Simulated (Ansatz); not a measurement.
C8H13ClFHfNO (`C[O][Hf]1234([Cl])([N](C)C)[C@@H]5[C@H]1[C@H]2[C@@]3(F)[C@@H]54`), 26 atoms. The species carries charge 0 and has multiplicity 1. Correlated methods include outer-core shells of Hf, which these sets cover unevenly. Hf: def2 effective core potential. All runs use 11 threads of an AMD EPYC 7R13 on a shared host and a whole NVIDIA H100 80 GB. Correlated methods freeze the cores.

(1) How many basis functions does each run have, and how long does it take in Ansatz? RKS PBE0-D4/def2-SVP energy; RKS PBE-QIDH (frozen core)/def2-TZVPP energy; RHF-CCSD(T)/def2-TZVPP energy; RKS revPBE-D4/def2-TZVPP energy; direct RPA on PBE orbitals/def2-TZVPP energy; RKS SPW92 (LDA)/def2-TZVPP energy; RKS ωB97M-V/def2-SVP energy; RKS PBE0-D4/def2-QZVPP energy; RHF-MP2/def2-QZVPP energy; RKS PBE0-D4/def2-TZVP relaxation (29 steps); RKS ωB97M-V/def2-QZVPP energy; RKS ωB97M-V/def2-TZVPP energy and forces. (An estimate is asked.)

Results:

(1) The calculation gave: Other jobs shared the machine, so times are rough.

| level | job | functions | wall time | peak host memory (GiB) |
| --- | --- | --- | --- | --- |
| RKS PBE0-D4/def2-SVP | energy | 269 | 1.4 s | 0.95 |
| RKS ωB97M-V/def2-SVP | energy | 269 | 2.2 s | 1.1 |
| RKS SPW92 (LDA)/def2-TZVPP | energy | 621 | 2.7 s | 1.2 |
| RKS revPBE-D4/def2-TZVPP | energy | 621 | 2.7 s | 1.2 |
| RKS PBE-QIDH (frozen core)/def2-TZVPP | energy | 621 | 4.1 s | 4.2 |
| RKS PBE0-D4/def2-QZVPP | energy | 1168 | 4.2 s | 1.9 |
| RKS ωB97M-V/def2-TZVPP | energy and forces | 621 | 4.6 s | 1.6 |
| direct RPA on PBE orbitals/def2-TZVPP | energy | 621 | 4.7 s | 4.2 |
| RKS ωB97M-V/def2-QZVPP | energy | 1168 | 7 s | 2.1 |
| RHF-MP2/def2-QZVPP | energy | 1168 | 7 s | 2.1 |
| RKS PBE0-D4/def2-TZVP | relaxation (29 steps) | 496 | 51 s | 1.4 |
| RHF-CCSD(T)/def2-TZVPP | energy | 621 | 2.7 min | 4 |
